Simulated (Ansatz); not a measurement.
Ansatz (a program for electronic structure) input:

Ansatz 0.2 input:
```yaml
crystal:
  periodic: [false, false, false]
  atoms:
    - {symbol: N, position_ang: [-0.00000000, -0.00000000, -1.03778016]}
    - {symbol: S, position_ang: [0.00000000, 0.00000000, 0.45402882]}
basis:
  gaussian:
    orbitals: def2-TZVP
hamiltonian:
  xc: b3lyp
  dispersion: d3bj
magnetization: {spin_polarized: true, initial_magnetization: 1}
phonons: {temperatures: {t_min: 298.15, t_max: 298.15, t_step: 100}}
```

Task: Predict the final energy.

Result: -452.91986 Eh (B3LYP-D3(BJ)/def2-TZVP). The basis has 68 functions.
